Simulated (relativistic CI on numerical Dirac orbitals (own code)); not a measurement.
What each ingredient does to the levels of Ho XXXV

Base calculation: Dirac-Coulomb-Breit CI, KLI orbitals optimised for each configuration, QED by a radiative potential, unscaled Slater integrals.

Configurations in the expansion (outside the closed core [Ar] 3d10): 4s²4p³, 4s4p⁴, 4s²4p²4d, 4p⁵, 4s4p³4d, 4s²4p²4f, 4s4p³4f, 4p⁴4d, 4s4p²4d², 4s²4p4d4f, 4p⁴4f, 4s²4p4d², 4s²4d³, 4s4p4d³, 4s²4d²4f, 4s4p4d²4f, 4p³4d², 4p²4d³, 4p²4d²4f. Double excitations out of closed p, d and f shells are left out; levels of such configurations are missing from the list, as are those of other unlisted configurations, and high levels can miss mixing partners.

The lowest level and the first level of each name with at least 55 % of one term (blank where a level has no safe partner in the second run):

| Level | Base (cm⁻¹) | Shift (cm⁻¹) |
| --- | --- | --- |
| 4s²4p³ ²P°3/2 | 0 | 0 |
| 4s²4p³ ²D°5/2 | 442114 | +28 |
| 4s²4p³ ²P°1/2 | 492341 | +10 |
| 4s4p⁴ ⁴P5/2 | 1032039 | +226 |
| 4s²4p²4d ⁴D1/2 | 1439093 | +55 |
| 4s²4p²4d ²G9/2 | 1576602 | +41 |
| 4s²4p²4d ⁴F9/2 | 2002470 | +21 |

At this charge energies of transitions that change n are usually good to better than 1 %, and those within a shell (Δn = 0) to a few per cent.

**Question.** One thing was changed in a second run, which moved the levels as shown. Which?
A. configuration mixing switched off
B. one mean potential for all configurations
C. Breit term removed
D. QED terms removed
E. P86 correlation estimate

**Answer.** B. One mean potential for all configurations. One potential for all configurations removes the relaxation of the orbitals, which moves whole configurations and changes the integrals a little.

LS names give the leading component of a level, which can be under half, so a name can repeat, a term be missing and a line seem to break the LS rules.
